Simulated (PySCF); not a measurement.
## How methods differ on the excitation energy of O(2+)

O(2+) [He] 2s2 2p2 (3P) → O(2+) [He] 2s1 2p3 (5S), as a difference of total energies. All numbers are calculated (PySCF 2.14, no relativity, point nucleus, in aug-cc-pwCVTZ). Correlated levels: valence: 1s2 frozen; valence and next inner shell: nothing frozen. The calculations carry no spin-orbit coupling.

```json
{"method": "UHF", "excitation energy (eV)": "5.526"}
{"method": "LDA", "excitation energy (eV)": "7.358"}
{"method": "PBE", "excitation energy (eV)": "7.546"}
{"method": "PBE0", "excitation energy (eV)": "7.342"}
{"method": "r2SCAN", "excitation energy (eV)": "6.578"}
{"method": "PBEsol", "excitation energy (eV)": "7.258"}
{"method": "TPSSh", "excitation energy (eV)": "7.737"}
{"method": "revPBE", "excitation energy (eV)": "7.622"}
{"method": "wB97M-V", "excitation energy (eV)": "7.984"}
{"method": "MP2 (valence)", "excitation energy (eV)": "6.877"}
{"method": "SCS-MP2 (valence)", "excitation energy (eV)": "7.512"}
{"method": "MP2 (valence and next inner shell)", "excitation energy (eV)": "6.861"}
{"method": "SCS-MP2 (valence and next inner shell)", "excitation energy (eV)": "7.498"}
```

Q: How much does correlation contribute at MP2 (valence and next inner shell)?

A: 6.861 − (5.526) = 1.335 eV, measured against UHF.

A first-order spin-orbit estimate (lowest level to lowest level, LS coupling) adds 0.026 eV.
